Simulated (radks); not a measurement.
Question: Valence configurations of the aluminium ion Al2+ (all share [Ne]). Calculated with a radial shooting solver on a logarithmic mesh with Libxc functionals: non-relativistic Kohn-Sham, PBEsol, spin-unpolarised, spherical densities, point nucleus. Order these by energy: 3p1; 3s1; 3s0.5 3p0.5.

Answer: From the lowest, in eV above it: 3s1 0.000; 3s0.5 3p0.5 3.232; 3p1 6.463. NIST lists [Ne] 3s1 as the ground configuration; this level of theory agrees among the configurations tried. The energies are those of spherical spin-averaged densities, not of single terms.
